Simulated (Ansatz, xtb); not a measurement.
**Ranking isomers of AlF2NSi**

4 gas-phase structures of AlF2NSi, found in a search over its isomers (lower ones may exist). Each was relaxed with GFN2-xTB:

A. `N#[Si][Al]([F])[F]`, a singlet
B. `[F][Al]([F])[N]=[Si]`, a singlet
C. a singlet given by its coordinates
D. a singlet given by its coordinates

D (Å):

```yaml
atoms:
  - { symbol: Al, position_ang: [-1.1167, -0.7926, 1.1245] }
  - { symbol: F, position_ang: [-1.6273, 0.6456, 1.7513] }
  - { symbol: F, position_ang: [1.1207, -3.8742, 0.2229] }
  - { symbol: N, position_ang: [-0.9834, -2.3198, 0.2998] }
  - { symbol: Si, position_ang: [0.6586, -2.4414, 0.8752] }
```

Close contacts (Å): Al1–F2 1.65, Al1–N4 1.74, Al1–Si5 2.44, F3–Si5 1.64, N4–Si5 1.74.

C (Å):

```xyz
5

Al   -0.9562   -0.2671   -0.8215
F     1.1615    0.3582    1.8403
F    -1.3530    1.0830   -1.7028
N    -0.2932   -1.3501    0.3515
Si    0.7171   -1.2066    1.6664
```

Close contacts (Å): Al1–F3 1.66, Al1–N4 1.73, F2–Si5 1.64, N4–Si5 1.66.

Question: Make a reasoned guess at their ranking by r2SCAN-D4/def2-SVP single-point energy.

Answer: Calculated order at r2SCAN-D4/def2-SVP: B (0.0), D (56.4), C (56.5), A (82.2) kcal/mol. Less than 1 kcal/mol parts D and C, so the order within that pair means little.

Energies above the lowest of each column, in kcal/mol; the last columns are at BLYP-D3(BJ)/def2-SVP geometries and were run for some of them only (a dash: not run or not comparable):

| structure | GFN2-xTB | HF/STO-3G | r2SCAN-D4/def2-SVP | BLYP-D3(BJ)/def2-SVP | CCSD(T)/def2-SVP + ΔMP2/def2-TZVPP |
| --- | --- | --- | --- | --- | --- |
| B | 0.0 | 0.0 | 0.0 | 0.0 | 0.0 |
| D | 56.3 | 83.0 | 56.4 | 54.9 | 55.5 |
| C | 51.7 | 85.4 | 56.5 | relaxes to B | – |
| A | 22.0 | 89.7 | 82.2 | – | – |

Every level run on B puts it lowest or level with the lowest. Flexible structures stand in one conformer each, not always the lowest. Frequencies (BLYP-D3(BJ)/def2-SVP) were run for B, D alone. The ΔMP2 step shifts differences by up to 6.9 kcal/mol, which makes them less sure. Large T1 diagnostics make some coupled-cluster values less sure. ΔMP2 is the change of the MP2 energy from the smaller to the larger basis.

Over these structures GFN2-xTB departs from r2SCAN-D4/def2-SVP by 21.9 kcal/mol on average once a common shift is removed. A GFN2-xTB relaxation took about 0.37 s and the r2SCAN-D4/def2-SVP energy about 4.5 s on a shared host (Ansatz 0.2.0, xtb 6.7.1).
